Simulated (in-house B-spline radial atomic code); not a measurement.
Ar⁸⁺. Computed with a B-spline radial atomic code. Model: all-electron spherical atom, spin shells full or empty, radial basis limit, no spin-orbit coupling: exact exchange with a local potential (Slater, KLI or optimised effective potential, whose far tail is KLI's), no correlation.

Exchange potential has not reached -1/r at the last radius.

The run also made RPA and GW results, which its time includes.

The Slater potential averages the orbital exchange potentials with the orbital densities as weights, KLI adds orbital constants, and the optimised effective potential minimises the exact-exchange energy among local potentials. So their energies lie above Hartree-Fock in the order OEP, KLI, Slater. All fall off as −1/r, unlike LDA and GGA exchange.

Command:
```bash
python run_gw.py task.json out
```
Settings (nuclear radius in fm, other lengths in bohr, energies in hartree):
```
Z                      18
electrons              10
configuration          [He] 2s2 2p6
hamiltonian            x2c
method                 kli
lmax                   9
rms_radius             3.4274
spin_polarised         False
box_radius             7.7
intervals              98
```

Run time, properties included: 2.8 s on 1 thread of Arm Neoverse N1 (shared host).

Given: hamiltonian one-electron scalar X2C; mean-field start exchange-only KLI.

Computed: energy above Hartree-Fock 2.79 millihartree.

| radius (bohr) | r times exchange potential (hartree bohr) |
| --- | --- |
| 0.00278 | -0.042081 |
| 0.00329 | ? |
| 0.0039 | -0.05891 |
| 0.00463 | -0.06982 |
| 0.00549 | -0.082602 |
| 0.0065 | -0.097498 |
| 0.00771 | -0.11516 |
| 0.00914 | -0.13576 |
| 0.0108 | -0.15924 |
| 0.0128 | -0.18685 |
| 0.0152 | -0.21892 |
| 0.018 | -0.25475 |
| 0.0214 | -0.29582 |
| 0.0254 | -0.34058 |
| 0.0301 | -0.38815 |
| 0.0356 | -0.43701 |
| 0.0422 | -0.4863 |
| 0.0501 | ? |
| 0.0594 | -0.57234 |
| 0.0704 | -0.60117 |
| 0.0834 | -0.61651 |
| 0.0989 | -0.61928 |
| 0.117 | -0.62016 |
| 0.139 | -0.64542 |
| 0.165 | -0.72161 |
| 0.195 | -0.84148 |
| 0.231 | -0.98251 |
| 0.274 | -1.1204 |
| 0.325 | -1.2367 |
| 0.386 | -1.3183 |
| 0.457 | -1.3549 |
| 0.542 | -1.3487 |
| 0.642 | -1.309 |
| 0.761 | -1.2505 |
| 0.902 | -1.1874 |
| 1.07 | -1.1289 |
| 1.27 | -1.0794 |

**Question.** What belongs in the row 0.00329?

**Answer.** r times exchange potential (hartree bohr): -0.049756.

**Question.** What belongs in the row 0.0501?

**Answer.** r times exchange potential (hartree bohr): -0.53288.

```csv
occupied,level (hartree),Hartree-Fock level (hartree)
1s,-122.03,-125.5
2s,-18.046,-18.396
2p,-15.613,-15.615
```

```csv
empty,level (hartree)
3s,-6.327
3p,-5.6761
3d,-4.8502
4s,?
4p,-2.9707
4d,-2.6651
```

**Question.** What belongs in the row 4s?

**Answer.** level (hartree): -3.2195.

The highest level, 2p, differs from Hartree-Fock by +0.052 eV and the deepest, 1s, by +94.3 eV: a local potential can match the highest level but can't give each shell its own exchange.
